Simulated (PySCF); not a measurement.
Species: C4H6BF4P.
Numbering: `[F:1][C:2]1=[CH:3][CH2:4][P@H+:5]([B-:6]([F:7])([F:8])[F:9])[CH2:10]1` (hydrogens: H11 on C3; H12, H13 on C4; H14 on P5; H15, H16 on C10)

Level: PBE0/def2-SVPD in PySCF, non-relativistic, on one gas-phase PBE0-D3(BJ)/def2-SVP geometry that isn't relaxed in the solvent. The solvent is an IEF-PCM continuum (van der Waals radii × 1.2), and excitations are vertical TDDFT with non-equilibrium linear response and a frozen core. Specific hydrogen bonds and non-electrostatic terms are outside this model.

Gas-phase singlets (H = HOMO, L = LUMO):

```
state  E (eV)  λ (nm)      f  leading configuration
   S1   6.306     197  0.016                H→L 69%
   S2   6.522     190  0.003              H→L+1 87%
   S3   6.802     182  0.002              H-1→L 81%
   S4   7.059     176  0.100              H→L+2 45%
   S5   7.243     171  0.038            H-1→L+1 89%
```

How does the list change in tetrahydrofuran (ε = 7.426)?

```
state  E (eV)  λ (nm)      f  leading configuration  change by rank (eV)
   S1   6.265     198  0.020                H→L 72%               -0.041
   S2   6.534     190  0.006              H→L+1 72%               +0.012
   S3   6.921     179  0.092              H→L+2 53%               +0.119
   S4   7.141     174  0.075              H-1→L 79%               +0.082
   S5   7.335     169  0.023              H→L+3 82%               +0.092
```

The ground-state energy changes by -0.379 eV from gas to tetrahydrofuran. By how much does the total energy of gas-phase S1 change?

E(S1) = E(S0) + excitation energy, so it changes by -0.379 − 0.041 = -0.420 eV: it is lowered more than the ground state, which is what a red shift means. This is the vertical state, with the slow part of the continuum still set for S0.

How do the frontier levels move from gas to tetrahydrofuran?

```
orbital  gas (eV)  solvent (eV)  change (eV)                   Löwdin shares, gas                Löwdin shares, solvent
 LUMO+2     -0.05          0.40        +0.45  P5 21 %, C2 12 %, C3 11 %, C10 10 %     P5 21 %, C3 10 %, C2 10 %, C4 9 %
 LUMO+1     -0.22          0.30        +0.52   P5 26 %, H14 19 %, C4 9 %, C10 9 %  P5 21 %, H14 12 %, C2 12 %, C10 10 %
   LUMO     -0.60         -0.07        +0.53   C2 22 %, C3 21 %, P5 14 %, C10 9 %    C2 21 %, C3 20 %, P5 16 %, C10 9 %
   HOMO     -7.94         -7.43        +0.51    C3 34 %, C2 28 %, F1 12 %, C4 8 %     C3 34 %, C2 28 %, F1 11 %, C4 9 %
 HOMO-1     -8.65         -8.45        +0.20   P5 36 %, F9 10 %, F8 10 %, B6 10 %      P5 36 %, B6 11 %, F9 9 %, F8 9 %
 HOMO-2    -10.67        -10.21        +0.46            F9 34 %, F8 34 %, F7 32 %    C4 23 %, P5 23 %, C10 17 %, F1 7 %
 HOMO-3    -10.70        -10.67        +0.03   P5 20 %, C4 20 %, C10 16 %, F1 9 %  P5 26 %, H14 18 %, C10 12 %, C4 12 %
```

The HOMO–LUMO gap goes from 7.34 to 7.35 eV. Rows go by rank; for HOMO-3 and HOMO-2 the atom shares or the degeneracy differ between the runs, so the row needn't follow one orbital.
